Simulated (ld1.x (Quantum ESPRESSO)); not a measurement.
## PBE ultrasoft dataset for rhenium, scalar-relativistic all-electron reference.

| Item | Value |
| --- | --- |
| Element | rhenium |
| Generator | ld1.x (Quantum ESPRESSO) 7.5 |
| Type | ultrasoft |
| Functional | PBE |
| Relativity | scalar-relativistic |
| Frozen core | [Kr] 4d10 4f14 5s2 |
| Valence charge | 13 |
| Reference configuration | 5p6 5d5 6s2 6p0 |
| Partial waves | 6s (bound): rcut 1.70, rcutus 2.20 bohr; 6s channel at 0.05 Ry: rcut 1.70, rcutus 2.20 bohr; 5p (bound): rcut 1.90, rcutus 2.40 bohr; 6p (bound, empty): rcut 1.90, rcutus 2.40 bohr; 5d (bound): rcut 2.30, rcutus 2.65 bohr; 5d channel at 3.05 Ry: rcut 2.30, rcutus 2.65 bohr |
| Local potential | all-electron potential smoothed inside 1.95 bohr (lloc = -1) |
| Core correction | Bessel-smoothed model core inside 2.05 bohr |
| Augmentation charge | built from norm-conserving waves at rcut, not smoothed further |

Does this generation succeed?

No. ld1.x (Quantum ESPRESSO) 7.5 stopped with "run_pseudo: Errors in PS-KS equation": the pseudo-atom solver did not find the valence states with the expected number of nodes, which is the usual sign of a ghost state. Before that it printed "Warning: n=1, l=0 expected 0 nodes, found 1".
